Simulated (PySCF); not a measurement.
Coordinates in bohr (charge -1 multiplicity 1):
```
I     0.0000    0.0000    0.0000
S     2.5081    2.5081   -2.5081
S    -2.5081   -2.5081   -2.5081
S     2.5081   -2.5081    2.5081
S    -2.5081    2.5081    2.5081
```

Method: PBE0/[I def2-SVPD with ECP28, S def2-SVPD], scalar-relativistic core potentials, density fitting, no spin–orbit coupling, PySCF.

This geometry of IS₄⁻ is a stationary point at this level.

Problem. What is the point group?

Solution. Td.

Problem. Is it a minimum?

Solution. Yes: all harmonic wavenumbers are real.

Problem. List the harmonic modes with their infrared intensities.

Solution. 
```csv
symmetry,ω (cm⁻¹),"IR (km/mol, summed over degenerate members)",type
e,122,0.0,bend
t2,162,14.3,bend
a1,368,0.0,stretch
t2,393,262,stretch
```

Problem. What are the dipole moment and the gap between the highest occupied and lowest empty levels?

Solution. 0.00 D about the centre of mass and 3.14 eV.

Problem. Give the atomic charges and bond orders.

Solution. 
```tsv
atom	Mulliken	Löwdin	polar tensor	Mayer order to I1
I1	1.61	0.31	1.63	–
S2,3,4,5	-0.65	-0.33	-0.66	0.96
```

In Td the vibrations span e + 2t2 + a1. The a1, e modes carry no infrared intensity, as symmetry demands.

Other isomers or separated fragments may lie lower. The lowest empty level of this anion is unbound, so it and the gap depend on the basis.
